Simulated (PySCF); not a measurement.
**Electron correlation in S (sulfur, neutral)**

[Ne] 3s2 3p3 4s1, high-spin 5S determinant (an excited configuration). Computed with PySCF 2.14 in aug-cc-pCVTZ-DK, with scalar relativity by spin-free X2C-1e. Frozen: 1s2; 14 electrons correlated.

| level | correlation energy (mhartree) |
| --- | --- |
| CCSD | -417.86 |
| (T) | -7.19 |
| CCSD(T) | -425.05 |

Diagnostics: T1 = 0.0060, D1 = 0.0293, largest double amplitude 0.041.

The outer electron is Rydberg-like, and this basis confines it to a smaller radius and binds it less than a complete one would.

Cost of the coupled-cluster step: about 27 core-seconds, for 14 correlated electrons.

Iterations:

```
CC2 = 0
CCSD nocc = (np.int64(9), np.int64(5)), nmo = (74, 74)
frozen orbitals [[0], [0]]
max_cycle = 100
direct = 0
conv_tol = 1e-08
conv_tol_normt = 1e-06
diis_space = 8
diis_start_cycle = 0
Init t2, MP2 energy = -0.400692885826556
Init E_corr(UCCSD) = -0.40069288583114
cycle = 1  E_corr(UCCSD) = -0.413619820568975  dE = -0.0129269347  norm(t1,t2) = 0.0401962
cycle = 2  E_corr(UCCSD) = -0.416870786160867  dE = -0.00325096559  norm(t1,t2) = 0.0111984
cycle = 3  E_corr(UCCSD) = -0.417889086409063  dE = -0.00101830025  norm(t1,t2) = 0.00412351
cycle = 4  E_corr(UCCSD) = -0.417872452344553  dE = 1.66340645e-05  norm(t1,t2) = 0.000454523
cycle = 5  E_corr(UCCSD) = -0.417861336808091  dE = 1.11155365e-05  norm(t1,t2) = 0.000115121
cycle = 6  E_corr(UCCSD) = -0.417862362290842  dE = -1.02548275e-06  norm(t1,t2) = 2.12598e-05
cycle = 7  E_corr(UCCSD) = -0.417862569093277  dE = -2.06802435e-07  norm(t1,t2) = 5.23397e-06
cycle = 8  E_corr(UCCSD) = -0.417862486065152  dE = 8.30281248e-08  norm(t1,t2) = 1.11491e-06
cycle = 9  E_corr(UCCSD) = -0.41786250869833  dE = -2.26331782e-08  norm(t1,t2) = 2.43622e-07
cycle = 10  E_corr(UCCSD) = -0.417862508035726  dE = 6.62604138e-10  norm(t1,t2) = 4.01325e-08
UCCSD converged
E(UCCSD) = -398.7844670578053  E_corr = -0.417862508035726
UCCSD(T) correction = -0.00719148958199095
```
